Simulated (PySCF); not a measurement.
All values below come from ωB97X-D3(BJ)/def2-TZVP // PBE0-D3(BJ)/def2-TZVP (PySCF 2.14.0). Gas-phase values, no solvent. One relaxed conformer stands for a flexible species; it need not be the lowest. Delta-SCF ions had no search for a lower state. Excitations are Tamm–Dancoff values on a coarser integration grid. The basis has no diffuse functions, so Rydberg states are missing or too high.

Reference species (SMILES): `S[Si](S)(S)S` (neutral, multiplicity 1).

The S1–T1 gap (TDA) is 0.45 eV. The vertical ionisation energy (Delta-SCF) is 9.97 eV.

Changed species: `S[SiH3]` (3 of 4 SH replaced by H; the reference has 0 of 4 SH replaced by H).

**Question.** What does the change do to the S1–T1 gap (TDA) and vertical ionisation energy (Delta-SCF)?

**Answer.** the S1–T1 gap (TDA) goes up by 0.04 eV, to 0.49 eV; the vertical ionisation energy (Delta-SCF) rises by 0.08 eV, to 10.05 eV.
